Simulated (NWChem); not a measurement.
System: GeNH₂Cl, singlet; SMILES [NH2][Ge][Cl]

```xyz
5

Ge     0.4706     0.5202     0.0000
Cl    -0.1561    -1.6296     0.0000
N     -1.2336     1.1963     0.0000
H     -2.0808     0.6182     0.0000
H     -1.4333     2.2011     0.0000
```
Atoms are numbered in this order, from 1.

Computed with NWChem. Low-valent species are run as closed-shell singlets; no triplet was tried in these runs. The geometry was optimised at PBE-D3(BJ)/def2-SVP. Static field.

| level | isotropic polarisability (bohr³) | anisotropy (bohr³) |
|---|---|---|
| PBE/aug-cc-pVDZ | [?] | [?] |
| B3LYP/aug-cc-pVDZ | 58.1 | 24.1 |
| BHandHLYP/aug-cc-pVDZ | 55.9 | 22.3 |

**Question.** What belongs in the gaps?

**Answer.** 
- PBE/aug-cc-pVDZ, isotropic polarisability (bohr³): 60.0
- PBE/aug-cc-pVDZ, anisotropy (bohr³): 25.2
